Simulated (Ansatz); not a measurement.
```xyz
5

F     0.639   -1.452    0.715
Ti    0.000    0.000    0.000
F    -0.184   -0.230   -1.715
F     1.093    1.321    0.294
F    -1.548    0.361    0.706
```

Total charge 0; spin multiplicity 1.

Question: List the PBE0/def2-TZVPP orbital energies in eV (Ansatz). (Estimate.)

Answer: Computed: Occupied: -4877.62, -674.77, -674.77, -674.77, -674.77, -548.23, -457.85, -457.85, -457.85, -69.38, -45.07, -45.07, -45.07, -33.29, -32.84, -32.84, -32.84, -14.17, -14.17, -14.17, -13.84, -13.84, -13.56, -12.97, -12.97, -12.97, -12.52, -12.52, -12.52. Lowest empty: -3.10, -3.10, -1.84, -1.84, -1.84, -0.27, 1.95, 1.95.
